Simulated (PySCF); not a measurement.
PySCF job for chloro(silyloxy)silane (ClH5OSi2), SMILES [SiH3]O[SiH2]Cl, SMD-M06-2X/6-31G*. Coordinates come from a B3LYP-D3(BJ)/def2-SVP optimisation. Other conformers were not sampled.

```python
import numpy as np
from pyscf import gto, scf, dft
from pyscf.solvent import smd

mol = gto.M(
    atom='''
    Si   -2.02342722    0.20397923   -0.48731969
    O    -0.43448187    0.48126479   -0.92149315
    Si    1.13019465    0.28057145   -0.45438699
    Cl    1.16685807   -0.70971344    1.37579795
    H    -2.27034011   -1.25807231   -0.34811509
    H    -2.88200538    0.75882159   -1.56612235
    H    -2.33022550    0.88451061    0.80142218
    H     1.77780699    1.60146310   -0.27555639
    H     1.84928752   -0.55542241   -1.44435463
    ''',
    basis='6-31G*',
    charge=0,
    spin=0,
    max_memory=1600,
    verbose=3,
)
mf = dft.RKS(mol, xc='m06-2x').density_fit(auxbasis='def2-universal-jkfit')
mf.grids.level = 4
mf.conv_tol = 1e-9
mf.max_cycle = 100
mf.kernel()
res = {}
for name in ['water', 'chloroform', 'methanol']:
    s = mf.SMD()
    s.with_solvent.solvent, s.with_solvent.sasa_ng = name, 302
    s.kernel(mf.make_rdm1())
    res[name] = (s.e_tot, s.with_solvent.get_cds(), s.dip_moment(), s.mo_energy, s.converged)
    print(f'SMD {name}: dG(solv) = {(s.e_tot - mf.e_tot) * 627.509474:.3f} kcal/mol, of which CDS {res[name][1] * 627.509474:.3f}')
```

Output:

```
converged SCF energy = -1117.37181997355
converged SCF energy = -1117.36973427213
Dipole moment(X, Y, Z, Debye): -0.34170,  0.73890, -1.36691
SMD water: dG(solv) = 1.309 kcal/mol, of which CDS 3.050
converged SCF energy = -1117.37577615767
Dipole moment(X, Y, Z, Debye): -0.35690,  0.71418, -1.32548
SMD chloroform: dG(solv) = -2.483 kcal/mol, of which CDS -1.389
converged SCF energy = -1117.37566143091
Dipole moment(X, Y, Z, Debye): -0.34327,  0.73562, -1.36118
SMD methanol: dG(solv) = -2.411 kcal/mol, of which CDS -0.722
```

The calculation finished and met its thresholds.

Cost: very roughly 100 core-seconds.
